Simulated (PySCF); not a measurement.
# Spin states of GaF⁺

Unrestricted PBE0; Ga aug-pcseg-1, F aug-pcseg-1; no relativity (PySCF 2.14). Outer shells of the fragments: Ga+ 3d10 4s2; F 2s2 2p5.

Followed along the bond (rough minima from three points):

| 2Ms+1 | unpaired | ⟨S²⟩ at the start | R at minimum (Å) | Te (eV) |
| --- | --- | --- | --- | --- |
| 2 | σ ↑ | 0.76 | 1.74 | 0.00 |
| 4 | σ ↑, π ↑↑ | 3.75 | none in the scan | ≤ 6.70 |

Solutions found at the starting distance of 1.920 Å, counted from the lowest of them; the search is not exhaustive and high or unbound solutions are not listed, so other states can lie among these:

| 2Ms+1 | unpaired | term | E (eV) | ⟨S²⟩ | ⟨Lz²⟩ | μ (D) |
| --- | --- | --- | --- | --- | --- | --- |
| 2 | σ ↑ | ²Σ⁺ | 0.00 | 0.76 | 0.00 | -4.12 |
| 2 | π ↑ | ²Π | 2.12 | 0.75 | 1.00 | 0.51 |
| 2 | π ↑ | ²Π | 5.83 | 0.96 | 1.00 | -3.74 |
| 4 | σ ↑, π ↑↑ | mixed | 6.66 | 3.75 | 2.01 | 0.24 |
| 4 | σ ↑, π ↑↑ | mixed | 6.78 | 3.75 | 2.00 | 0.30 |
| 4 | σ ↑↑, π ↑ | ⁴Π | 8.01 | 3.75 | 1.00 | -0.14 |

A term symbol is given only where ⟨S²⟩ and ⟨Lz²⟩ are close to those of a pure state; real π, δ and φ orbitals otherwise mix terms. A positive dipole points towards F; it is taken about the centre of mass and depends on that origin.

Spin–orbit coupling is left out. Counting both spins, an empty level lies below a filled one in some of these solutions, because spin and occupation are held.
